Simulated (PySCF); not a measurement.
ClH3PbSi, neutral, multiplicity 1. Atoms are numbered in the order given.

```xyz
6

Pb     0.5198     0.2258     0.0000
Cl    -1.7709     1.2677     0.0000
Si    -0.6892    -2.2739     0.0000
H     -1.5610    -2.3969     1.2103
H      0.2561    -3.4376     0.0000
H     -1.5610    -2.3969    -1.2103
```

Geometry optimised at B3LYP-D3(BJ)/def2-SVP. The def2 effective core potentials stand for the cores of Pb; spin–orbit coupling is left out.

Computed with TDA-LC-ωPBE/def2-SVPD (PySCF).

Vertical excitations. Gas-phase values at a fixed geometry. State labels are in the subgroup Cs.

Problem. Estimate the UV-visible absorptions. (An estimate is asked for; the answer gives what the named calculation found.)

Solution. 
```tsv
state	symmetry	energy (eV)	λ (nm)	f	main pairs
S1	A"	2.25	551	0.002	HOMO→LUMO 98 %
S2	A'	4.31	287	0.007	HOMO→LUMO+1 93 %
S3	A"	4.96	250	0.013	HOMO−2→LUMO 76 %, HOMO−3→LUMO 20 %
S4	A"	5.17	240	0.002	HOMO−3→LUMO 77 %, HOMO−2→LUMO 19 %
S5	A'	5.35	232	0.014	HOMO−1→LUMO 90 %
S6	A'	5.98	207	0.676	HOMO→LUMO+2 85 %
S7	A'	6.56	189	0.308	HOMO→LUMO+3 81 %
S8	A"	6.66	186	0.006	HOMO−1→LUMO+1 82 %
S9	A'	6.78	183	0.052	HOMO−2→LUMO+1 52 %, HOMO−3→LUMO+1 26 %
S10	A"	6.91	179	0.032	HOMO→LUMO+4 72 %, HOMO−5→LUMO 17 %
T1	A"	1.56	794	0	HOMO→LUMO 96 %
T2	A'	3.70	335	0	HOMO→LUMO+1 86 %
T3	A'	4.33	287	0	HOMO→LUMO+2 68 %, HOMO→LUMO+3 11 %
T4	A"	4.41	281	0	HOMO−2→LUMO 48 %, HOMO−3→LUMO 44 %
```
Triplets are in the Tamm–Dancoff approximation.
